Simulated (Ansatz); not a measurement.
## One elementary step

Start structure (BSiH5OF2, closed shell), relaxed at PBE0-D4/def2-TZVP:

```json
{"atom": "B1", "x (Å)": "0.0358", "y (Å)": "0.7167", "z (Å)": "-1.6328"}
{"atom": "O2", "x (Å)": "1.1793", "y (Å)": "1.4236", "z (Å)": "-1.6727"}
{"atom": "F3", "x (Å)": "0.0796", "y (Å)": "-0.5939", "z (Å)": "-1.7760"}
{"atom": "F4", "x (Å)": "-1.1498", "y (Å)": "1.2905", "z (Å)": "-1.4704"}
{"atom": "H5", "x (Å)": "0.2114", "y (Å)": "0.2705", "z (Å)": "1.1020"}
{"atom": "Si6", "x (Å)": "-0.2408", "y (Å)": "-1.0486", "z (Å)": "1.6200"}
{"atom": "H7", "x (Å)": "1.0485", "y (Å)": "2.3677", "z (Å)": "-1.5568"}
{"atom": "H8", "x (Å)": "0.7705", "y (Å)": "-2.0797", "z (Å)": "1.2834"}
{"atom": "H9", "x (Å)": "-0.3877", "y (Å)": "-0.9520", "z (Å)": "3.0945"}
{"atom": "H10", "x (Å)": "-1.5469", "y (Å)": "-1.3949", "z (Å)": "1.0087"}
```

The step: BHOF₂ ([OH][B]([F])[F]) + SiH₄ → BSiH₃F₂ ([F][B]([F])[SiH3]) + H₂O; bonds formed: B1–Si6, O2–H5; bonds broken: B1–O2, H5–Si6. Computed with Ansatz 0.2.0 (basis: def2-TZVPP and def2-QZVPP); correlated methods freeze the cores. Extrapolation: Hartree–Fock as exp(−7.88 √X), correlation as X^−2.97. Energies below are by CCSD(T) at an estimated basis limit (MP2 extrapolated from triple and quadruple zeta, plus CCSD(T) − MP2 in triple zeta).

(1) What are the electronic barrier and the energy of the step, from the start structure to the end structure? (Judge from chemistry; the value comes from the calculation.)

T1 diagnostic: at most 0.013.

Results:

(1) The calculation gives: Barrier 2.667 eV; step energy 1.374 eV (uphill); reverse barrier, their difference, 1.294 eV. Barrier and step energy count from the start structure, the reverse barrier from the end structure.

The saddle point: One imaginary mode of 1345i cm⁻¹.
```csv
pair,start (Å),saddle (Å),end (Å)
B1–Si6,3.71,2.29,2.04
O2–H5,3.16,1.20,0.97
B1–O2,1.34,1.55,1.89
H5–Si6,1.49,1.93,3.67
```

Zero-point energy (harmonic, PBE0-D4): ZPE is 1.544 eV at the start and 1.500 eV at the saddle, so the barrier goes from 2.667 to 2.623 eV.

Labels in which every atom is bracketed show which atoms are joined, not bond orders.

For scale, one of the runs: CCSD(T)/def2-TZVPP, 236 basis functions, launched by `ansatz run in.yaml --threads 4 --pin off --events-out ev --progress --plain --max-ram 9574MiB`. The run took 33 s on 4 CPU threads of an Intel Xeon 6975P-C (shared host), with 4.9 GiB of host memory at its peak.
